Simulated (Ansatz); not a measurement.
Reaction (ligand exchange at the Si–Se bond): `[AlH2][Se][SiH3]` + `O=C(O)O` → `O=C(O)O[SiH3]` + `[AlH2][SeH]`

Isolated molecules relaxed with PBE0-D4/def2-TZVP in Ansatz; ΔE leaves out vibrations. CCSD(T)/CBS is the MP2 limit (def2-TZVPP, def2-QZVPP) plus CCSD(T) − MP2 in def2-TZVPP, frozen cores. Functionals use def2-TZVPP. HSE06 is defined as in plane-wave codes. For Se outer-core shells are correlated without core-valence functions, which leaves a few kJ/mol of doubt a bond. Scalar relativity is left out up to krypton. Each species was taken in one conformer, which may not be the lowest.

`[AlH2][Se][SiH3]`:

Z-matrix (Å, degrees):
```
Si
Se 1 2.284
H 1 1.484 2 111.0
H 1 1.484 2 111.1 3 -121.7
H 1 1.484 2 106.5 3 119.1
Al 2 2.311 1 94.8 3 60.9
H 6 1.579 2 117.5 1 180.0
H 6 1.583 2 118.3 1 -0.0
```

`O=C(O)O`:

```xyz
6

O    -0.534   -0.806    0.895
C    -0.048   -0.072    0.080
O    -0.612    0.291   -1.069
O     1.144    0.512    0.177
H    -1.469   -0.151   -1.101
H     1.518    0.225    1.018
```

`O=C(O)O[SiH3]`:

Z-matrix (Å, degrees):
```
Si
O 1 1.693
H 1 1.479 2 102.7
H 1 1.479 2 110.1 3 -118.2
H 1 1.479 2 110.1 3 118.2
C 2 1.322 1 117.1 3 180.0
O 6 1.331 2 110.3 1 -180.0
O 6 1.204 2 124.8 1 0.0
H 7 0.965 6 106.4 2 180.0
```

`[AlH2][SeH]`:

```xyz
5

Al   -0.078    0.515    0.473
Se    0.246   -0.392   -1.631
H    -0.115    2.092    0.557
H    -0.246   -0.451    1.712
H     0.193   -1.764   -1.110
```

| level | ΔE (kcal/mol) | difference from CCSD(T)/CBS |
| --- | --- | --- |
| B97M-V | -4.7 | -0.8 |
| PBE0-D4 | -1.1 | 2.8 |
| HSE06-D4 | -1.0 | 2.9 |
| r2SCAN0 | -2.9 | 1.0 |
| HSE06 | -1.4 | 2.5 |
| BHLYP | -6.1 | -2.2 |
| LC-ωPBE | -3.0 | 0.9 |
| RPA@PBE/def2-TZVPP | -5.9 | -2.0 |
| CCSD/def2-SVP | -4.3 | -0.4 |
| HF/def2-QZVPP | -7.6 | -3.7 |
| CCSD(T)/CBS | -3.9 | 0 |

Largest T1 diagnostic among the species: 0.014.

Leaving LDA and LC-ωPBE aside and taking each functional with its dispersion term where it has one, the values, not all of them listed here, spread over 5.2 kcal/mol, from CAM-B3LYP-D4 to PBE-D4. LDA lies −1.0 kcal/mol from PBE without D4. From BLYP to BHLYP (50 % exact exchange), in def2-TZVPP and without D4, ΔE moves by −0.8 kcal/mol.
